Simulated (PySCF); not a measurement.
4-methoxybenzenethiol, C7H8OS.
Geometry (GFN2-xTB, Å), atoms numbered from 1 in this order:
```
atom  x, y, z in Å
C1    -2.813   -0.884   -0.097
O2    -2.120    0.338   -0.042
C3    -0.765    0.315    0.099
C4    -0.141    1.563    0.172
C5     1.224    1.657    0.320
C6     1.997    0.503    0.395
S7     3.750    0.675    0.583
C8     1.386   -0.737    0.322
C9     0.012   -0.834    0.174
H10   -3.865   -0.620   -0.200
H11   -2.675   -1.466    0.820
H12   -2.506   -1.485   -0.959
H13   -0.754    2.448    0.111
H14    1.701    2.623    0.379
H15    4.020   -0.628    0.610
H16    1.976   -1.641    0.378
H17   -0.433   -1.815    0.120
```

The closed-shell SCF was solved with PySCF and density fitting under several settings on one GFN2-xTB geometry (grid level 2 and gas phase unless stated).

```json
{"settings": "PBE0/pcSseg-1", "basis functions": "200", "SCF cycles": "14", "E (Eh)": "-744.3565", "HOMO (eV)": "-5.91", "LUMO (eV)": "-0.38", "dipole (D)": "2.67"}
{"settings": "PBE0/def2-SVPD", "basis functions": "254", "SCF cycles": "14", "E (Eh)": "-744.0668", "HOMO (eV)": "-5.95", "LUMO (eV)": "-0.48", "dipole (D)": "2.48"}
```

Question: Estimate the rows for these settings: (1) wB97X-D/cc-pVDZ; (2) mPW1PW91/pcSseg-1; (3) B97-D/def2-SVPD.

Answer: 
```csv
settings,basis functions,SCF cycles,E (Eh),HOMO (eV),LUMO (eV),dipole (D)
wB97X-D/cc-pVDZ,170,14,-744.8551,-7.46,1.58,2.56
mPW1PW91/pcSseg-1,200,14,-744.8369,-5.94,-0.39,2.67
B97-D/def2-SVPD,254,16,-744.3592,-4.90,-1.23,2.43
```

Question: Over all rows, what range does the HOMO–LUMO gap span?

Answer: From 3.67 eV (B97-D/def2-SVPD) to 9.04 eV (wB97X-D/cc-pVDZ). The functional of the narrowest has no exact exchange, that of the widest range-separated exact exchange.

Question: And the dipole moment?

Answer: From 2.43 D to 2.67 D; the largest is 1.10 times the smallest, and the median is 2.56 D.

Question: Compare two rows with the functional PBE0: PBE0/pcSseg-1 and PBE0/def2-SVPD. Which energy is lower, and by how much?

Answer: PBE0/pcSseg-1 (200 functions) lies 0.2897 Eh or 182 kcal/mol below PBE0/def2-SVPD (254 functions). The smaller set gives the lower energy; the two sets aren't nested, so the variational bound doesn't order them by size.

B97-D and wB97X-D ran without the empirical dispersion term, which would shift the total energy alone. Cycle counts include a coarse-grid stage where the run had one.

One conformer stands for the species.
